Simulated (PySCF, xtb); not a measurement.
Be(H)(GeH3) (BeGeH4), SMILES [BeH][GeH3].

GFN2-xTB (xtb) at its own geometry gives an orbital gap of 3.76 eV and a dipole moment of 2.15 D.

Coordinates come from a B3LYP-D3(BJ)/def2-TZVP optimisation.

Problem. What does PySCF with r2SCAN/def2-TZVPD give? (The exact figures need the calculation; the answer reports its results.)

Solution. gap 5.24 eV (levels -7.04 and -1.80 eV), dipole 0.49 D.
